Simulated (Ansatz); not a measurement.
System: SiF2, charge 0, singlet. SiF2 (SMILES F[Si]F).
B3LYP-D3(BJ)/def2-TZVP minimum from Ansatz (a first-principles code):
```
Si
F 1 1.6090
F 1 1.6090 2 100.76
```

Total energies in cc-pV(D+d)Z, 18 correlated electrons, 7 frozen orbitals. UHF or UKS for unpaired electrons; spin-orbit terms are left out. Correlated methods leave the cores frozen. No relativity. The restricted determinant of F2Si (F[Si]F, singlet) is unstable towards broken spin symmetry in at least one set run.

```json
[
 {"method": "HF", "program": "Ansatz", "energy (Eh)": "-487.90516", "minus CCSDT(Q) (mEh)": "477.68"},
 {"method": "MP2", "program": "Ansatz", "energy (Eh)": "-488.35931", "minus CCSDT(Q) (mEh)": "23.52"},
 {"method": "CCSD", "program": "Ansatz", "energy (Eh)": "-488.37228", "minus CCSDT(Q) (mEh)": "10.55"},
 {"method": "CCSD(T)", "program": "Ansatz", "energy (Eh)": "-488.38115", "minus CCSDT(Q) (mEh)": "1.69"},
 {"method": "CCSDT(Q)", "program": "Ansatz", "energy (Eh)": "-488.38283", "minus CCSDT(Q) (mEh)": "0.00"}
]
```

Rough core times of Ansatz's runs on a shared machine: CCSD(T) under 20 s, CCSDT(Q) 70 s.
